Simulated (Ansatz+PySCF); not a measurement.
singlet ZnCl2: levels of theory in one basis

```csv
atom,x (Å),y (Å),z (Å)
Cl,-0.0345,0.0206,-2.1268
Zn,0.0197,0.0455,0.0068
Cl,-0.0264,-0.0423,2.0940
```

Basis set: def2-SVP (spherical functions). Correlated methods keep 15 orbitals frozen. Charge 0, multiplicity 1.

Computed with Ansatz (development build ahead of 0.2.0); each method stands on the lowest determinant of its kind that the runs found.

| method | E − E(RHF) (eV) | <S²> of the determinant |
| --- | --- | --- |
| RHF | 0.00 | 0.00 |
| RHF-MP2 | -16.85 | – |
| RHF-CCSD | -16.78 | – |

**Question.** What does RHF-CCSD(T) give on the same scale?

**Answer.** -17.18 eV.

**Question.** Is a single determinant a sound starting point here?

**Answer.** By this sign, yes. Unrestricted orbitals gain 0.00 eV and <S²> is 0.00 against 0.00 for a pure state.
